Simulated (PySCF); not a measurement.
Work out the structure from these simulated measurements.

Elements present: C, H, N and P. Monoisotopic mass: 139.0551 u.

- Valence photoelectron: vertical ionisation energy: 8.18 eV [ΔSCF wB97X-D/def2-SVPD]
- Rotational structure: rotational constants A, B, C: 2.885, 0.967, 0.796 GHz [PBE0-D3(BJ)/def2-SVP]
- Triplet: lowest triplet excitation (Tamm–Dancoff): 4.04 eV [TDA wB97X-D/def2-SVPD]
- UV, first state: lowest singlet excitation: 4.80 eV (258 nm, f = 0.058) [TDDFT wB97X-D/def2-SVPD]
- NMR, other nuclei: isotropic shieldings of nuclei other than C and H, by class: -91 (1 N), 342 (1 P) ppm [GIAO PBE/pcSseg-1]
- 13C NMR: chemical shifts (computed TMS as zero) by class: 174.1 (1 C), 152.5 (1 C), 136.1 (1 C), 131.1 (1 C), 123.8 (1 C), 16.7 (2 C) ppm [GIAO PBE/pcSseg-1]

Gas-phase values; electronic properties from PySCF, density fitting. Levels stand in brackets. One conformer (not necessarily the lowest) at the PBE0-D3(BJ)/def2-SVP geometry, without solvent, vibrations or thermal averaging. NMR classes are plain means over equivalent atoms (diastereotopic ones count apart unless rotation or inversion swaps them), as if these changed places fast.

Task: Which formula fits the mass and the elements?

Result: C7H10NP (calculated 139.0551). No other formula that holds each of these elements comes within 0.0003 u with a fitting electron parity and a possible valence count.

Task: Give a SMILES that accounts for the data.

Result: Numbering: `[CH3:1][P:2]([CH3:3])[c:4]1[cH:5][cH:6][cH:7][cH:8][n:9]1`. 7 carbons fall into 6 classes; from least to most shielded: substituted aromatic carbon [C4] (174.1 ppm), aromatic CH next to a ring nitrogen [C8] (152.5 ppm), aromatic CH carbon [C6] (136.1 ppm), aromatic CH carbon [C5] (131.1 ppm), aromatic CH carbon [C7] (123.8 ppm), chain sp3 carbon bound to phosphorus [C1/C3] (16.7 ppm, 2 C, up to 5.7 ppm apart in this geometry). The other shieldings belong to: -91 ppm, pyridine-type nitrogen [N9]; 342 ppm, phosphine phosphorus [P2]. The first electron is taken from the HOMO, whose largest Löwdin shares are 0.51 on the phosphine phosphorus, 0.09 on an sp3 carbon bound to phosphorus, 0.08 on the substituted aromatic carbon and 0.08 on an sp3 carbon bound to phosphorus. The optimised geometry has point group C1 and is an asymmetric top. Structure: `c1ccc(P(C)C)nc1`. The assignments are read from this structure; whether some other isomer fits the data as well wasn't checked.

Conformer computed: `[CH3:1][P:2]([CH3:3])[c:4]1[cH:5][cH:6][cH:7][cH:8][n:9]1`: C1–P2–C4–C5 -71°.
